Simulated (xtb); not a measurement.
xtb input for hypoboric acid (B2H4O4), SMILES OB(O)B(O)O, GFN2-xTB. 

```
$ xtb mol.xyz --gfn 2 --sp --chrg 0 --uhf 0 --json
$ cat mol.xyz
10

B      0.83885945     0.09747448    -0.05552757
O      1.48125589    -0.08567589    -1.23812314
O      1.52065606     0.50235981     1.05226172
B     -0.85075557    -0.13770733     0.04704330
O     -1.77567793     0.87099069     0.14009501
O     -1.36226554    -1.38763036     0.05089348
H      2.43463325     0.04078827    -1.23900342
H      2.47296874     0.59985498     0.96062281
H     -1.43909748     1.76346009     0.16314278
H     -2.32077195    -1.40329303     0.11664242
```

Output:

```
[banner left out]
          |                Calculation Setup                |
           -------------------------------------------------



           -------------------------------------------------
          |                 G F N 2 - x T B                 |
           -------------------------------------------------

        Reference                      10.1021/acs.jctc.8b01176
      * Hamiltonian:
        H0-scaling (s, p, d)           1.850000    2.230000    2.230000
        zeta-weighting                 0.500000
      * Dispersion:
        s8                             2.700000
        a1                             0.520000
        a2                             5.000000
        s9                             5.000000
      * Repulsion:
        kExp                           1.500000    1.000000
        rExp                           1.000000
      * Coulomb:
        alpha                          2.000000
        third order                    shell-resolved
        anisotropic                    true
        a3                             3.000000
        a5                             4.000000
        cn-shift                       1.200000
        cn-exp                         4.000000
        max-rad                        5.000000


          ...................................................
          :                      SETUP                      :
          :.................................................:
          :  # basis functions                  28          :
          :  # atomic orbitals                  28          :
          :  # shells                           16          :
          :  # electrons                        34          :
          :  max. iterations                   250          :
          :  Hamiltonian                  GFN2-xTB          :
          :  restarted?                      false          :
          :  GBSA solvation                  false          :
          :  PC potential                    false          :
          :  electronic temp.          300.0000000     K    :
          :  accuracy                    1.0000000          :
          :  -> integral cutoff          0.2500000E+02      :
          :  -> integral neglect         0.1000000E-07      :
          :  -> SCF convergence          0.1000000E-05 Eh   :
          :  -> wf. convergence          0.1000000E-03 e    :
          :  Broyden damping             0.4000000          :
          :  net charge                          0          :
          :  unpaired electrons                  0          :
          ...................................................

 iter      E             dE          RMSdq      gap      omega  full diag
   1    -20.9591623 -0.209592E+02  0.999E+00    5.01       0.0  T
   2    -21.0365498 -0.773875E-01  0.562E+00    5.22       1.0  T
   3    -21.0433449 -0.679501E-02  0.114E+00    5.65       1.0  T
   4    -21.0456631 -0.231829E-02  0.443E-01    5.72       1.0  T
   5    -21.0453314  0.331791E-03  0.343E-01    5.69       1.0  T
   6    -21.0461772 -0.845863E-03  0.107E-01    5.70       1.0  T
   7    -21.0462502 -0.729666E-04  0.245E-02    5.70       1.3  T
   8    -21.0462497  0.515216E-06  0.272E-02    5.70       1.2  T
   9    -21.0462539 -0.427338E-05  0.117E-02    5.70       2.7  T
  10    -21.0462550 -0.107140E-05  0.120E-03    5.70      26.4  T
  11    -21.0462550 -0.665410E-08  0.807E-04    5.70      39.2  T
  12    -21.0462550 -0.466553E-08  0.593E-05    5.70     533.4  T

   *** convergence criteria satisfied after 12 iterations ***

         #    Occupation            Energy/Eh            Energy/eV
      -------------------------------------------------------------
         1        2.0000           -0.6831238             -18.5887
       ...           ...                  ...                  ...
        11        2.0000           -0.4952493             -13.4764
        12        2.0000           -0.4894136             -13.3176
        13        2.0000           -0.4629397             -12.5972
        14        2.0000           -0.4516713             -12.2906
        15        2.0000           -0.4490821             -12.2201
        16        2.0000           -0.4389887             -11.9455
        17        2.0000           -0.3804195             -10.3517 (HOMO)
        18                         -0.1709354              -4.6514 (LUMO)
        19                         -0.1376878              -3.7467
        20                          0.0811009               2.2069
        21                          0.1237745               3.3681
        22                          0.1473960               4.0108
       ...                                ...                  ...
        28                          0.5757682              15.6675
      -------------------------------------------------------------
                  HL-Gap            0.2094842 Eh            5.7004 eV
             Fermi-level           -0.2756774 Eh           -7.5016 eV

 SCC (total)                   0 d,  0 h,  0 min,  0.005 sec
 SCC setup                      ...        0 min,  0.000 sec (  1.522%)
 Dispersion                     ...        0 min,  0.000 sec (  0.736%)
 classical contributions        ...        0 min,  0.000 sec (  0.300%)
 integral evaluation            ...        0 min,  0.001 sec ( 14.853%)
 iterations                     ...        0 min,  0.003 sec ( 50.022%)
 molecular gradient             ...        0 min,  0.002 sec ( 30.090%)
 printout                       ...        0 min,  0.000 sec (  2.212%)

         :::::::::::::::::::::::::::::::::::::::::::::::::::::
         ::                     SUMMARY                     ::
         :::::::::::::::::::::::::::::::::::::::::::::::::::::
         :: total energy             -20.920614299632 Eh    ::
         :: gradient norm              0.000145408679 Eh/a0 ::
         :: HOMO-LUMO gap              5.700353958558 eV    ::
         ::.................................................::
         :: SCC energy               -21.046248966840 Eh    ::
         :: -> isotropic ES            0.139659339754 Eh    ::
         :: -> anisotropic ES          0.002900192074 Eh    ::
         :: -> anisotropic XC         -0.004802225653 Eh    ::
         :: -> dispersion             -0.003961238297 Eh    ::
         :: repulsion energy           0.125634667208 Eh    ::
         :: add. restraining           0.000000000000 Eh    ::
         :: total charge              -0.000000000000 e     ::
         :::::::::::::::::::::::::::::::::::::::::::::::::::::

           -------------------------------------------------
          |                Property Printout                |
           -------------------------------------------------

    * Orbital Energies and Occupations

         #    Occupation            Energy/Eh            Energy/eV
      -------------------------------------------------------------
         1        2.0000           -0.6831238             -18.5887
       ...           ...                  ...                  ...
         5        2.0000           -0.5855648             -15.9340
         6        2.0000           -0.5736359             -15.6094
         7        2.0000           -0.5721825             -15.5699
         8        2.0000           -0.5592305             -15.2174
         9        2.0000           -0.5244836             -14.2719
        10        2.0000           -0.5033769             -13.6976
        11        2.0000           -0.4952493             -13.4764
        12        2.0000           -0.4894136             -13.3176
        13        2.0000           -0.4629397             -12.5972
        14        2.0000           -0.4516713             -12.2906
        15        2.0000           -0.4490821             -12.2201
        16        2.0000           -0.4389887             -11.9455
        17        2.0000           -0.3804195             -10.3517 (HOMO)
        18                         -0.1709354              -4.6514 (LUMO)
        19                         -0.1376878              -3.7467
        20                          0.0811009               2.2069
        21                          0.1237745               3.3681
        22                          0.1473960               4.0108
        23                          0.1685163               4.5856
        24                          0.3502905               9.5319
        25                          0.3880185              10.5585
        26                          0.4835399              13.1578
        27                          0.5158615              14.0373
        28                          0.5757682              15.6675
      -------------------------------------------------------------
                  HL-Gap            0.2094842 Eh            5.7004 eV
             Fermi-level           -0.2756774 Eh           -7.5016 eV

     #   Z          covCN         q      C6AA      α(0)
     1   5 B        2.519     0.364    17.532     7.263
     2   8 O        1.593    -0.482    22.544     6.408
     3   8 O        1.593    -0.489    22.703     6.430
     4   5 B        2.519     0.368    17.477     7.251
     5   8 O        1.593    -0.483    22.571     6.412
     6   8 O        1.593    -0.460    22.085     6.342
     7   1 H        0.805     0.290     0.752     1.362
     8   1 H        0.805     0.289     0.754     1.364
     9   1 H        0.806     0.292     0.746     1.356
    10   1 H        0.805     0.312     0.687     1.302

 Mol. C6AA /au·bohr⁶  :        933.590758
 Mol. C8AA /au·bohr⁸  :      22154.667217
 Mol. α(0) /au        :         45.489640


Wiberg/Mayer (AO) data.
largest (>0.10) Wiberg bond orders for each atom

 ---------------------------------------------------------------------------
     #   Z sym  total        # sym  WBO       # sym  WBO       # sym  WBO
 ---------------------------------------------------------------------------
     1   5 B    3.330 --     2 O    1.182     3 O    1.170     4 B    0.926
     2   8 O    2.148 --     1 B    1.182     7 H    0.884
     3   8 O    2.137 --     1 B    1.170     8 H    0.884
     4   5 B    3.352 --     6 O    1.219     5 O    1.153     1 B    0.926
     5   8 O    2.143 --     4 B    1.153     9 H    0.897
     6   8 O    2.183 --     4 B    1.219    10 H    0.876
     7   1 H    0.916 --     2 O    0.884
     8   1 H    0.916 --     3 O    0.884
     9   1 H    0.915 --     5 O    0.897
    10   1 H    0.903 --     6 O    0.876
 ---------------------------------------------------------------------------

Topologies differ in total number of bonds
Writing topology from bond orders to xtbtopo.mol

molecular dipole:
                 x           y           z       tot (Debye)
 q only:        0.561       0.492      -0.019
   full:        0.906       0.744      -0.016       2.979
molecular quadrupole (traceless):
                xx          xy          yy          xz          yz          zz
 q only:        6.714       1.981      -1.155      -0.639      -0.834      -5.559
  q+dip:       11.271       2.770      -2.857      -0.994      -1.287      -8.414
   full:       10.459       2.665      -2.307      -0.875      -1.466      -8.152


           -------------------------------------------------
          | TOTAL ENERGY              -20.920614299632 Eh   |
          | GRADIENT NORM               0.000145408679 Eh/α |
          | HOMO-LUMO GAP               5.700353958558 eV   |
           -------------------------------------------------

------------------------------------------------------------------------
------------------------------------------------------------------------
 total:
Note: The following floating-point exceptions are signalling: IEEE_UNDERFLOW_FLAG IEEE_DENORMAL
normal termination of xtb
 SCF:
```

Self-consistency was reached.
